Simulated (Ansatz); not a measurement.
AlHBrClF₂, closed shell: a relaxation.

Input (in.yaml):

```yaml
crystal:
  periodic: [false, false, false]
  atoms:
    - {symbol: Al, position_ang: [-0.633358, -0.022248, -0.354058]}
    - {symbol: Br, position_ang: [1.677262, -0.931598, 0.338844]}
    - {symbol: F, position_ang: [-0.505355, 0.233984, -1.979455]}
    - {symbol: F, position_ang: [-1.707408, -1.117092, 0.255607]}
    - {symbol: H, position_ang: [1.335234, 0.217996, 0.849952]}
    - {symbol: Cl, position_ang: [-0.166475, 1.618959, 0.889210]}
basis:
  gaussian: {orbitals: def2-TZVP}
hamiltonian: {xc: pbe0, dispersion: d4}
relax: {f_tol: 0.005, max_steps: 200}
```

Launched with

```bash
ansatz run in.yaml --threads 4 --pin off --events-out ev --progress --plain --max-ram 9574MiB
```

What Ansatz 0.2.0 printed:

```
Functional definition: PBE0
  name "PBE0"
  cite "Adamo & Barone, J. Chem. Phys. 110, 6158 (1999) doi:10.1063/1.478522"
  cite "Perdew, Burke & Ernzerhof, Phys. Rev. Lett. 77, 3865 (1996) doi:10.1103/PhysRevLett.77.3865"
  parent pbe
  parameter a = 0.25
  parameter kappa = 0.804
  parameter beta = 0.06672455060314922
  exchange = (1 - a)*pbe_x(kappa = kappa, mu = beta*pi^2/3) + a*exact_x
  correlation = pbe_c(beta = beta)
1316 factors; their error is unknown
mean field evaluation 1: about -94599.8273 eV, gradient 5.4e1 eV
mean field evaluation 2: about -94592.5514 eV, gradient 9.1e1 eV
mean field evaluation 4: about -94603.9900 eV, gradient 1.9e0 eV
mean field evaluation 8: about -94603.9997 eV, gradient 1.1e-2 eV
mean field evaluation 16: about -94604.5032 eV, gradient 9.0e-5 eV
mean field -94604.50320142 eV, -3476.6513674168 hartree, gradient 2.0e-5 eV, S^2 0.000000; 0 other end points of the search recorded, 0 dependent functions left out
the calculation of the forces begins
reference -94604.50323086 eV, -3476.6513684985 hartree; 42, 42 occupied and 148, 148 virtual orbitals, 1316 factors
relax step   1: F+E_penalty+E_count = -94604.64934142 eV  Δ(F+E_penalty+E_count) = +0.000e0 eV  max|allowed force component| = 4.732e0 eV/Å  Δτ_max = 0.0000 Å  (27 SCF iters, accepted)
relax step   2: F+E_penalty+E_count = -94605.10720412 eV  Δ(F+E_penalty+E_count) = -4.579e-1 eV  max|allowed force component| = 3.080e-1 eV/Å  Δτ_max = 0.1966 Å  (36 SCF iters, accepted)
relax step   3: F+E_penalty+E_count = -94605.12391249 eV  Δ(F+E_penalty+E_count) = -1.671e-2 eV  max|allowed force component| = 5.845e-1 eV/Å  Δτ_max = 0.1950 Å  (30 SCF iters, accepted)
relax step   4: F+E_penalty+E_count = -94605.14958366 eV  Δ(F+E_penalty+E_count) = -2.567e-2 eV  max|allowed force component| = 5.258e-1 eV/Å  Δτ_max = 0.0705 Å  (29 SCF iters, accepted)
relax step   5: F+E_penalty+E_count = -94605.16908349 eV  Δ(F+E_penalty+E_count) = -1.950e-2 eV  max|allowed force component| = 3.198e-1 eV/Å  Δτ_max = 0.0874 Å  (30 SCF iters, accepted)
relax step   6: F+E_penalty+E_count = -94605.18049781 eV  Δ(F+E_penalty+E_count) = -1.141e-2 eV  max|allowed force component| = 1.582e-1 eV/Å  Δτ_max = 0.1509 Å  (29 SCF iters, accepted)
relax step   7: F+E_penalty+E_count = -94605.18042083 eV  Δ(F+E_penalty+E_count) = +7.699e-5 eV  max|allowed force component| = 2.340e-1 eV/Å  Δτ_max = 0.0193 Å  (32 SCF iters, rejected (line search))
relax step   8: F+E_penalty+E_count = -94605.18197159 eV  Δ(F+E_penalty+E_count) = -1.474e-3 eV  max|allowed force component| = 6.455e-2 eV/Å  Δτ_max = 0.0096 Å  (31 SCF iters, accepted)
relax step   9: F+E_penalty+E_count = -94605.18248601 eV  Δ(F+E_penalty+E_count) = -5.144e-4 eV  max|allowed force component| = 1.212e-2 eV/Å  Δτ_max = 0.0093 Å  (31 SCF iters, accepted)
relax step  10: F+E_penalty+E_count = -94605.18250880 eV  Δ(F+E_penalty+E_count) = -2.279e-5 eV  max|allowed force component| = 1.193e-2 eV/Å  Δτ_max = 0.0025 Å  (33 SCF iters, accepted)
relax step  11: F+E_penalty+E_count = -94605.18241128 eV  Δ(F+E_penalty+E_count) = +9.752e-5 eV  max|allowed force component| = 5.079e-2 eV/Å  Δτ_max = 0.0047 Å  (31 SCF iters, rejected (line search))
relax step  12: F+E_penalty+E_count = -94605.18253010 eV  Δ(F+E_penalty+E_count) = -2.131e-5 eV  max|allowed force component| = 7.842e-4 eV/Å  Δτ_max = 0.0017 Å  (32 SCF iters, accepted)
Total energy: -94605.18256054 eV, -3476.6763334039 hartree
Atom 0 at    -0.750519     0.079528    -0.355537 Å, force     0.000413     0.000784     0.000696 eV/Å
Atom 1 at     1.593473    -1.021670     0.239382 Å, force     0.000286    -0.000436    -0.000109 eV/Å
Atom 2 at    -0.523711     0.186632    -1.977604 Å, force    -0.000048    -0.000023    -0.000166 eV/Å
Atom 3 at    -1.699506    -1.135014     0.208668 Å, force    -0.000130    -0.000115    -0.000014 eV/Å
Atom 4 at     1.930266     0.077614     1.085075 Å, force    -0.000378     0.000221    -0.000070 eV/Å
Atom 5 at    -0.550103     1.812911     0.800116 Å, force    -0.000144    -0.000432    -0.000338 eV/Å
Dipole moment:     0.741761    -0.143562     0.312141 e Å

[the SCF lines of later steps are left out]
```

Hardware: 4 CPU threads of an Arm Neoverse V2, shared host. Wall time about 45 s.
